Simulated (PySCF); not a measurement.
Isomers of C7H9N. Level of theory: PBE0-D3(BJ)/def2-SVP geometry optimisation, gas phase in PySCF 2.14.0. One conformer each; no zero-point energy, no entropy. No frequencies were run at this level. Point groups hold within 0.08 Å.

**Question.** Order them by energy at this level, lowest first, and give relative energies in kJ/mol.
A. `[H]/[N:8]=[C:6](/[C@@H:3]([C:2]#[CH:1])[CH:4]=[CH2:5])[CH3:7]` with C2–C3–C4–C5 5°, C2–C3–C6–C7 -48°
B. `[CH3:1][NH:2][c:3]1[cH:4][cH:5][cH:6][cH:7][cH:8]1` with C1–N2–C3–C4 -9° (N-methylaniline)
C. `[N:1]#[C:2][C@@H:3]1[CH2:4][CH:5]=[CH:6][CH2:7][CH2:8]1` with C2–C3–C4–C5 -170°, C3–C4–C5–C6 14°, C5–C6–C7–C8 14°, C6–C7–C8–C3 -45°
D. `[CH2:1]=[C:2]([CH3:3])[n:4]1[cH:5][cH:6][cH:7][cH:8]1` with C1–C2–N4–C5 -178°
E. `[NH2:1][CH2:2][C:3]1=[CH:4][C@@H:5]2[C@@H:6]3[C@H:7]1[C@H:8]23` with H–N1–C2–C3 -53° and 63°, N1–C2–C3–C4 116°
F. `Cc1ccccc1N`
G. m-toluidine (`Cc1cccc(N)c1`)
H. `[CH3:1][CH2:2][c:3]1[cH:4][cH:5][cH:6][cH:7][n:8]1` with C1–C2–C3–C4 -119°

**Answer.** F (0.0), G (1.8), H (27.3), B (32.9), C (112.1), D (112.5), E (331.2), A (357.9).

As drawn, the lowest has an aromatic ring, which the highest lacks; the highest has a C≡C bond, a C=N bond and a C=C bond outside aromatic rings, which the lowest lacks. Neighbours under 10 kJ/mol apart (Cc1ccccc1N and Cc1cccc(N)c1; CCc1ccccn1 and CNc1ccccc1; N#C[C@@H]1CC=CCC1 and C=C(C)n1cccc1) can change places with a better method, another conformer or zero-point energy.

| SMILES | E (Eh) | E rel (kJ/mol) | dipole (D) | point group | A, B, C (MHz) |
| --- | --- | --- | --- | --- | --- |
| Cc1ccccc1N | -326.31775 | 0.0 | 1.97 | – | 3249, 2191, 1321 |
| Cc1cccc(N)c1 | -326.31707 | 1.8 | 1.71 | – | 3642, 1795, 1213 |
| CCc1ccccn1 | -326.30734 | 27.3 | 1.72 | C1 | 4746, 1535, 1246 |
| CNc1ccccc1 | -326.30523 | 32.9 | 2.07 | near Cs | 4997, 1521, 1176 |
| N#C[C@@H]1CC=CCC1 | -326.27504 | 112.1 | 4.00 | C1 | 4580, 1462, 1162 |
| C=C(C)n1cccc1 | -326.27489 | 112.5 | 1.44 | – | 4675, 1672, 1241 |
| NCC1=C[C@@H]2[C@@H]3[C@H]1[C@H]23 | -326.19159 | 331.2 | 2.01 | C1 | 5112, 1540, 1372 |
| [H]/N=C(\C)[C@@H](C#C)C=C | -326.18142 | 357.9 | 2.05 | C1 | 2534, 1718, 1326 |

**Question.** As an exercise, what shares would exp(−E/RT) give at 2000 K from these electronic energies alone (no entropy, no degeneracies)?

**Answer.** RT = 16.629 kJ/mol: Cc1ccccc1N 44.8 %, Cc1cccc(N)c1 40.2 %, CCc1ccccn1 8.7 %, CNc1ccccc1 6.2 %, N#C[C@@H]1CC=CCC1 0.1 %, C=C(C)n1cccc1 0.1 %, NCC1=C[C@@H]2[C@@H]3[C@H]1[C@H]23 under 0.1 %, [H]/N=C(\C)[C@@H](C#C)C=C under 0.1 %.
